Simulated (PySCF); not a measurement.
C2H5F. Atoms are numbered in the order given.

```xyz
8

C     -0.2253     1.1954     0.0000
C      0.5487    -0.1028     0.0000
F     -0.3396    -1.1938     0.0000
H      0.4726     2.0463     0.0000
H     -0.8612     1.2710    -0.8927
H     -0.8612     1.2710     0.8927
H      1.1828    -0.1997     0.8963
H      1.1828    -0.1997    -0.8963
```

Coordinates come from a PBE-D3(BJ)/def2-TZVP optimisation.

Calculation: PySCF with ωB97X/def2-TZVPD.

Symmetry labels are those of the subgroup Cs that the program uses (full group Cs).

Computed valence orbital energies around the gap with their symmetry:
```csv
orbital,symmetry,energy (eV)
HOMO−7,A',-20.50
HOMO−6,A",-16.58
HOMO−5,A',-16.50
HOMO−4,A',-15.28
HOMO−3,A",-13.77
HOMO−2,A',-13.61
HOMO−1,A',-12.19
HOMO,A",-11.94
LUMO,A',2.14
LUMO+1,A',2.77
LUMO+2,A',3.45
LUMO+3,A",3.49
```
